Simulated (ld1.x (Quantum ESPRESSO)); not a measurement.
**What one change does to a pseudopotential (N (Z = 7), TM)**

ld1.x (Quantum ESPRESSO) 7.5 input, shortened:

```
&input
   title='N', zed=7., rel=0, dft='PBE', iswitch=3,
   config='[He] 2s2 2p3 3d-2'
 /
 &inputp
   pseudotype=2, tm=.true., lloc=1,
   nlcc=.true., new_core_ps=.true., rcore=0.60
 /
3
2S  1  0   2.00   0.00  0.70  0.70  0.0
3D  3  2  -2.00  -0.20  1.45  1.45  0.0
2P  2  1   3.00   0.00  1.35  1.35  0.0
 &test
   configts(1)='2s2 2p3'
 /
```

Change: core correction none.

Cutoffs: the cutoffs (Ry, on a coarse ladder) from which the occupation-weighted sum of valence levels, in a spherical-Bessel basis at the reference potential, stays within 10 and 1 mRy of its value at 400 Ry; they do not see the model core or the augmentation charge, which bear on the density cutoff. Errors are all-electron minus pseudo energies relative to the spin-unpolarised reference configuration.

Question: What does the change do?

Answer: The potential gets neither clearly harder nor softer (140 Ry and 300 Ry → 140 Ry and 300 Ry); of the 7 tests that both files solve, the error grows in 3 and shrinks in 0 by more than 15 % and 0.3 meV (median size 9.8 → 9.7 meV); neither file shows a bound ghost. Exchange and correlation are not linear in the density, so unscreening with the valence charge alone errs where core and valence overlap; a model core restores that term.

```csv
quantity,base,changed
"cutoff, loose",140 Ry,140 Ry
"cutoff, tight",300 Ry,300 Ry
bound ghosts,none,none
"error for 2s2 2p2, meV [ΔE 13.60 eV]",+4.2,+5.5
"error for 2s2 2p1, meV [ΔE 42.46 eV]",+79,+93
"error for 2s2 2p0, meV [ΔE 89.54 eV]",+452,+534
"error for 2s2 2p2.5, meV [ΔE 5.10 eV]",+0.1,+0.3
"error for 2s2 2p3.3, meV [ΔE -1.62 eV]",-0.1,-0.1
"error for 2s1 2p0, meV [ΔE 167.31 eV]",+805,+923
"error for 2s1 2p3, meV [ΔE 25.34 eV]",-9.8,-9.7
s: phases at 1.60 bohr within 0.05 rad from the reference energy up to (Ry; the scan ends near 5),to the end of the scan,to the end of the scan
p: phases at 1.60 bohr within 0.05 rad from the reference energy up to (Ry; the scan ends near 5),4.2,4.2
d: phases at 1.60 bohr within 0.05 rad from the reference energy up to (Ry; the scan ends near 5),to the end of the scan,to the end of the scan
```
